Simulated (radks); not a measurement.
Values are calculated unless marked as measured or tabulated.
Q: The mean radii <r> (bohr) of the occupied orbitals of an atom or ion are listed with their occupations. Code: a radial shooting solver on a logarithmic mesh with Libxc functionals. Model: scalar-relativistic Kohn-Sham, r2SCAN, spin-polarised, spherical densities, finite nucleus; meta-GGA in the generalised Kohn-Sham scheme; Fermi nuclear charge, rms radius of each element as measured or else 0.836 A^(1/3) + 0.57 fm.

orbital  occ.      <r>
1s          2  0.02972
2s          2   0.1285
2p          6   0.1122
3s          2   0.3478
3p          6   0.3466
3d         10   0.3243
4s          2   0.8505
4p          6   0.9237
4d         10    1.176
5s          2    2.480

Name the element and its charge. Open shells, if any, are filled with parallel spins first.

A: Z = 49, indium, charge +1: In+ in [Kr] 4d10 5s2. The 1s radius gives Z: for a bare nucleus <r> = (2 gamma + 1)/(2Z) with gamma = sqrt(1 - (Z/c)^2), 0.02926 bohr for Z = 49, and screening makes it slightly larger (0.02972 here). The occupations add up to 48, and the charge is Z minus that.
